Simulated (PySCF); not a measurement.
**Pd⁺ (palladium, charge +1): UHF calculation**

Configuration: [Kr] 4d8 5s1, high-spin 4F determinant (an excited configuration). Calculation: PySCF 2.14, in aug-cc-pVTZ-DK (9s8p6d3f2g, 102 functions); scalar relativity by spin-free X2C-1e.

```json
{
 "Total energy": "-5042.269644 hartree",
 "One-electron energy": "-6935.7294 hartree",
 "Hartree (Coulomb) energy": "2036.0576 hartree",
 "Exchange energy": "-142.5978 hartree",
 "⟨S²⟩": "3.7534",
 "⟨L²⟩": "12.048",
 "Sum of ⟨r⟩": "29.71 bohr",
 "Sum of ⟨r²⟩": "40.15 bohr²",
 "Langevin diamagnetic susceptibility": "-31.8 ×10⁻⁶ cm³/mol"
}
```

```
shell  electrons  mean orbital energy (eV)  spread (eV)  rms radius, mean of both spins (bohr)
 1s α          1                  -24488.3            0                                 0.0365
 1s β          1                  -24488.2            0                                 0.0365
 2s α          1                   -3673.7            0                                  0.150
 2s β          1                   -3673.1            0                                  0.150
 2p α          3                   -3290.1            0                                  0.133
 2p β          3                   -3289.5            0                                  0.133
 3s α          1                   -712.00            0                                  0.403
 3s β          1                   -711.54            0                                  0.403
 3p α          3                   -582.34            0                                  0.406
 3p β          3                   -581.90            0                                  0.406
 3d α          5                   -376.44        0.337                                  0.389
 3d β          5                   -375.54        1.251                                  0.389
 4s α          1                   -123.02            0                                   1.01
 4s β          1                   -119.07            0                                   1.01
 4p α          3                   -83.599            0                                   1.11
 4p β          3                   -78.901            0                                   1.11
 4d α          5                   -25.759        1.211                                   1.51
 4d β          3                   -23.818            0                                   1.51
 5s α          1                   -15.251            0                                   3.07
```

Densities and radii are taken from the X2C orbitals without a picture-change correction, which distorts them close to the nucleus.

Spin-orbit constants ζ (cm⁻¹) from the X2C one-electron operator on these orbitals: bare nucleus, nucleus screened by l(l+1)(2l+1)/3 electrons, and screened by the Breit-Pauli mean field of the electrons.

```json
{"shell": "2p", "bare": "861700", "screened nucleus": "824300", "mean field": "n/a"}
{"shell": "3p", "bare": "152000", "screened nucleus": "145400", "mean field": "n/a"}
{"shell": "3d", "bare": "22250", "screened nucleus": "17410", "mean field": "n/a"}
{"shell": "4p", "bare": "22820", "screened nucleus": "21830", "mean field": "n/a"}
{"shell": "4d", "bare": "2039", "screened nucleus": "1596", "mean field": "n/a"}
```

To first order the Landé constant is A = -532.0 cm⁻¹, so the lowest level has J = 9/2 and lies 0.297 eV below the centre of the term. This holds in LS coupling only.
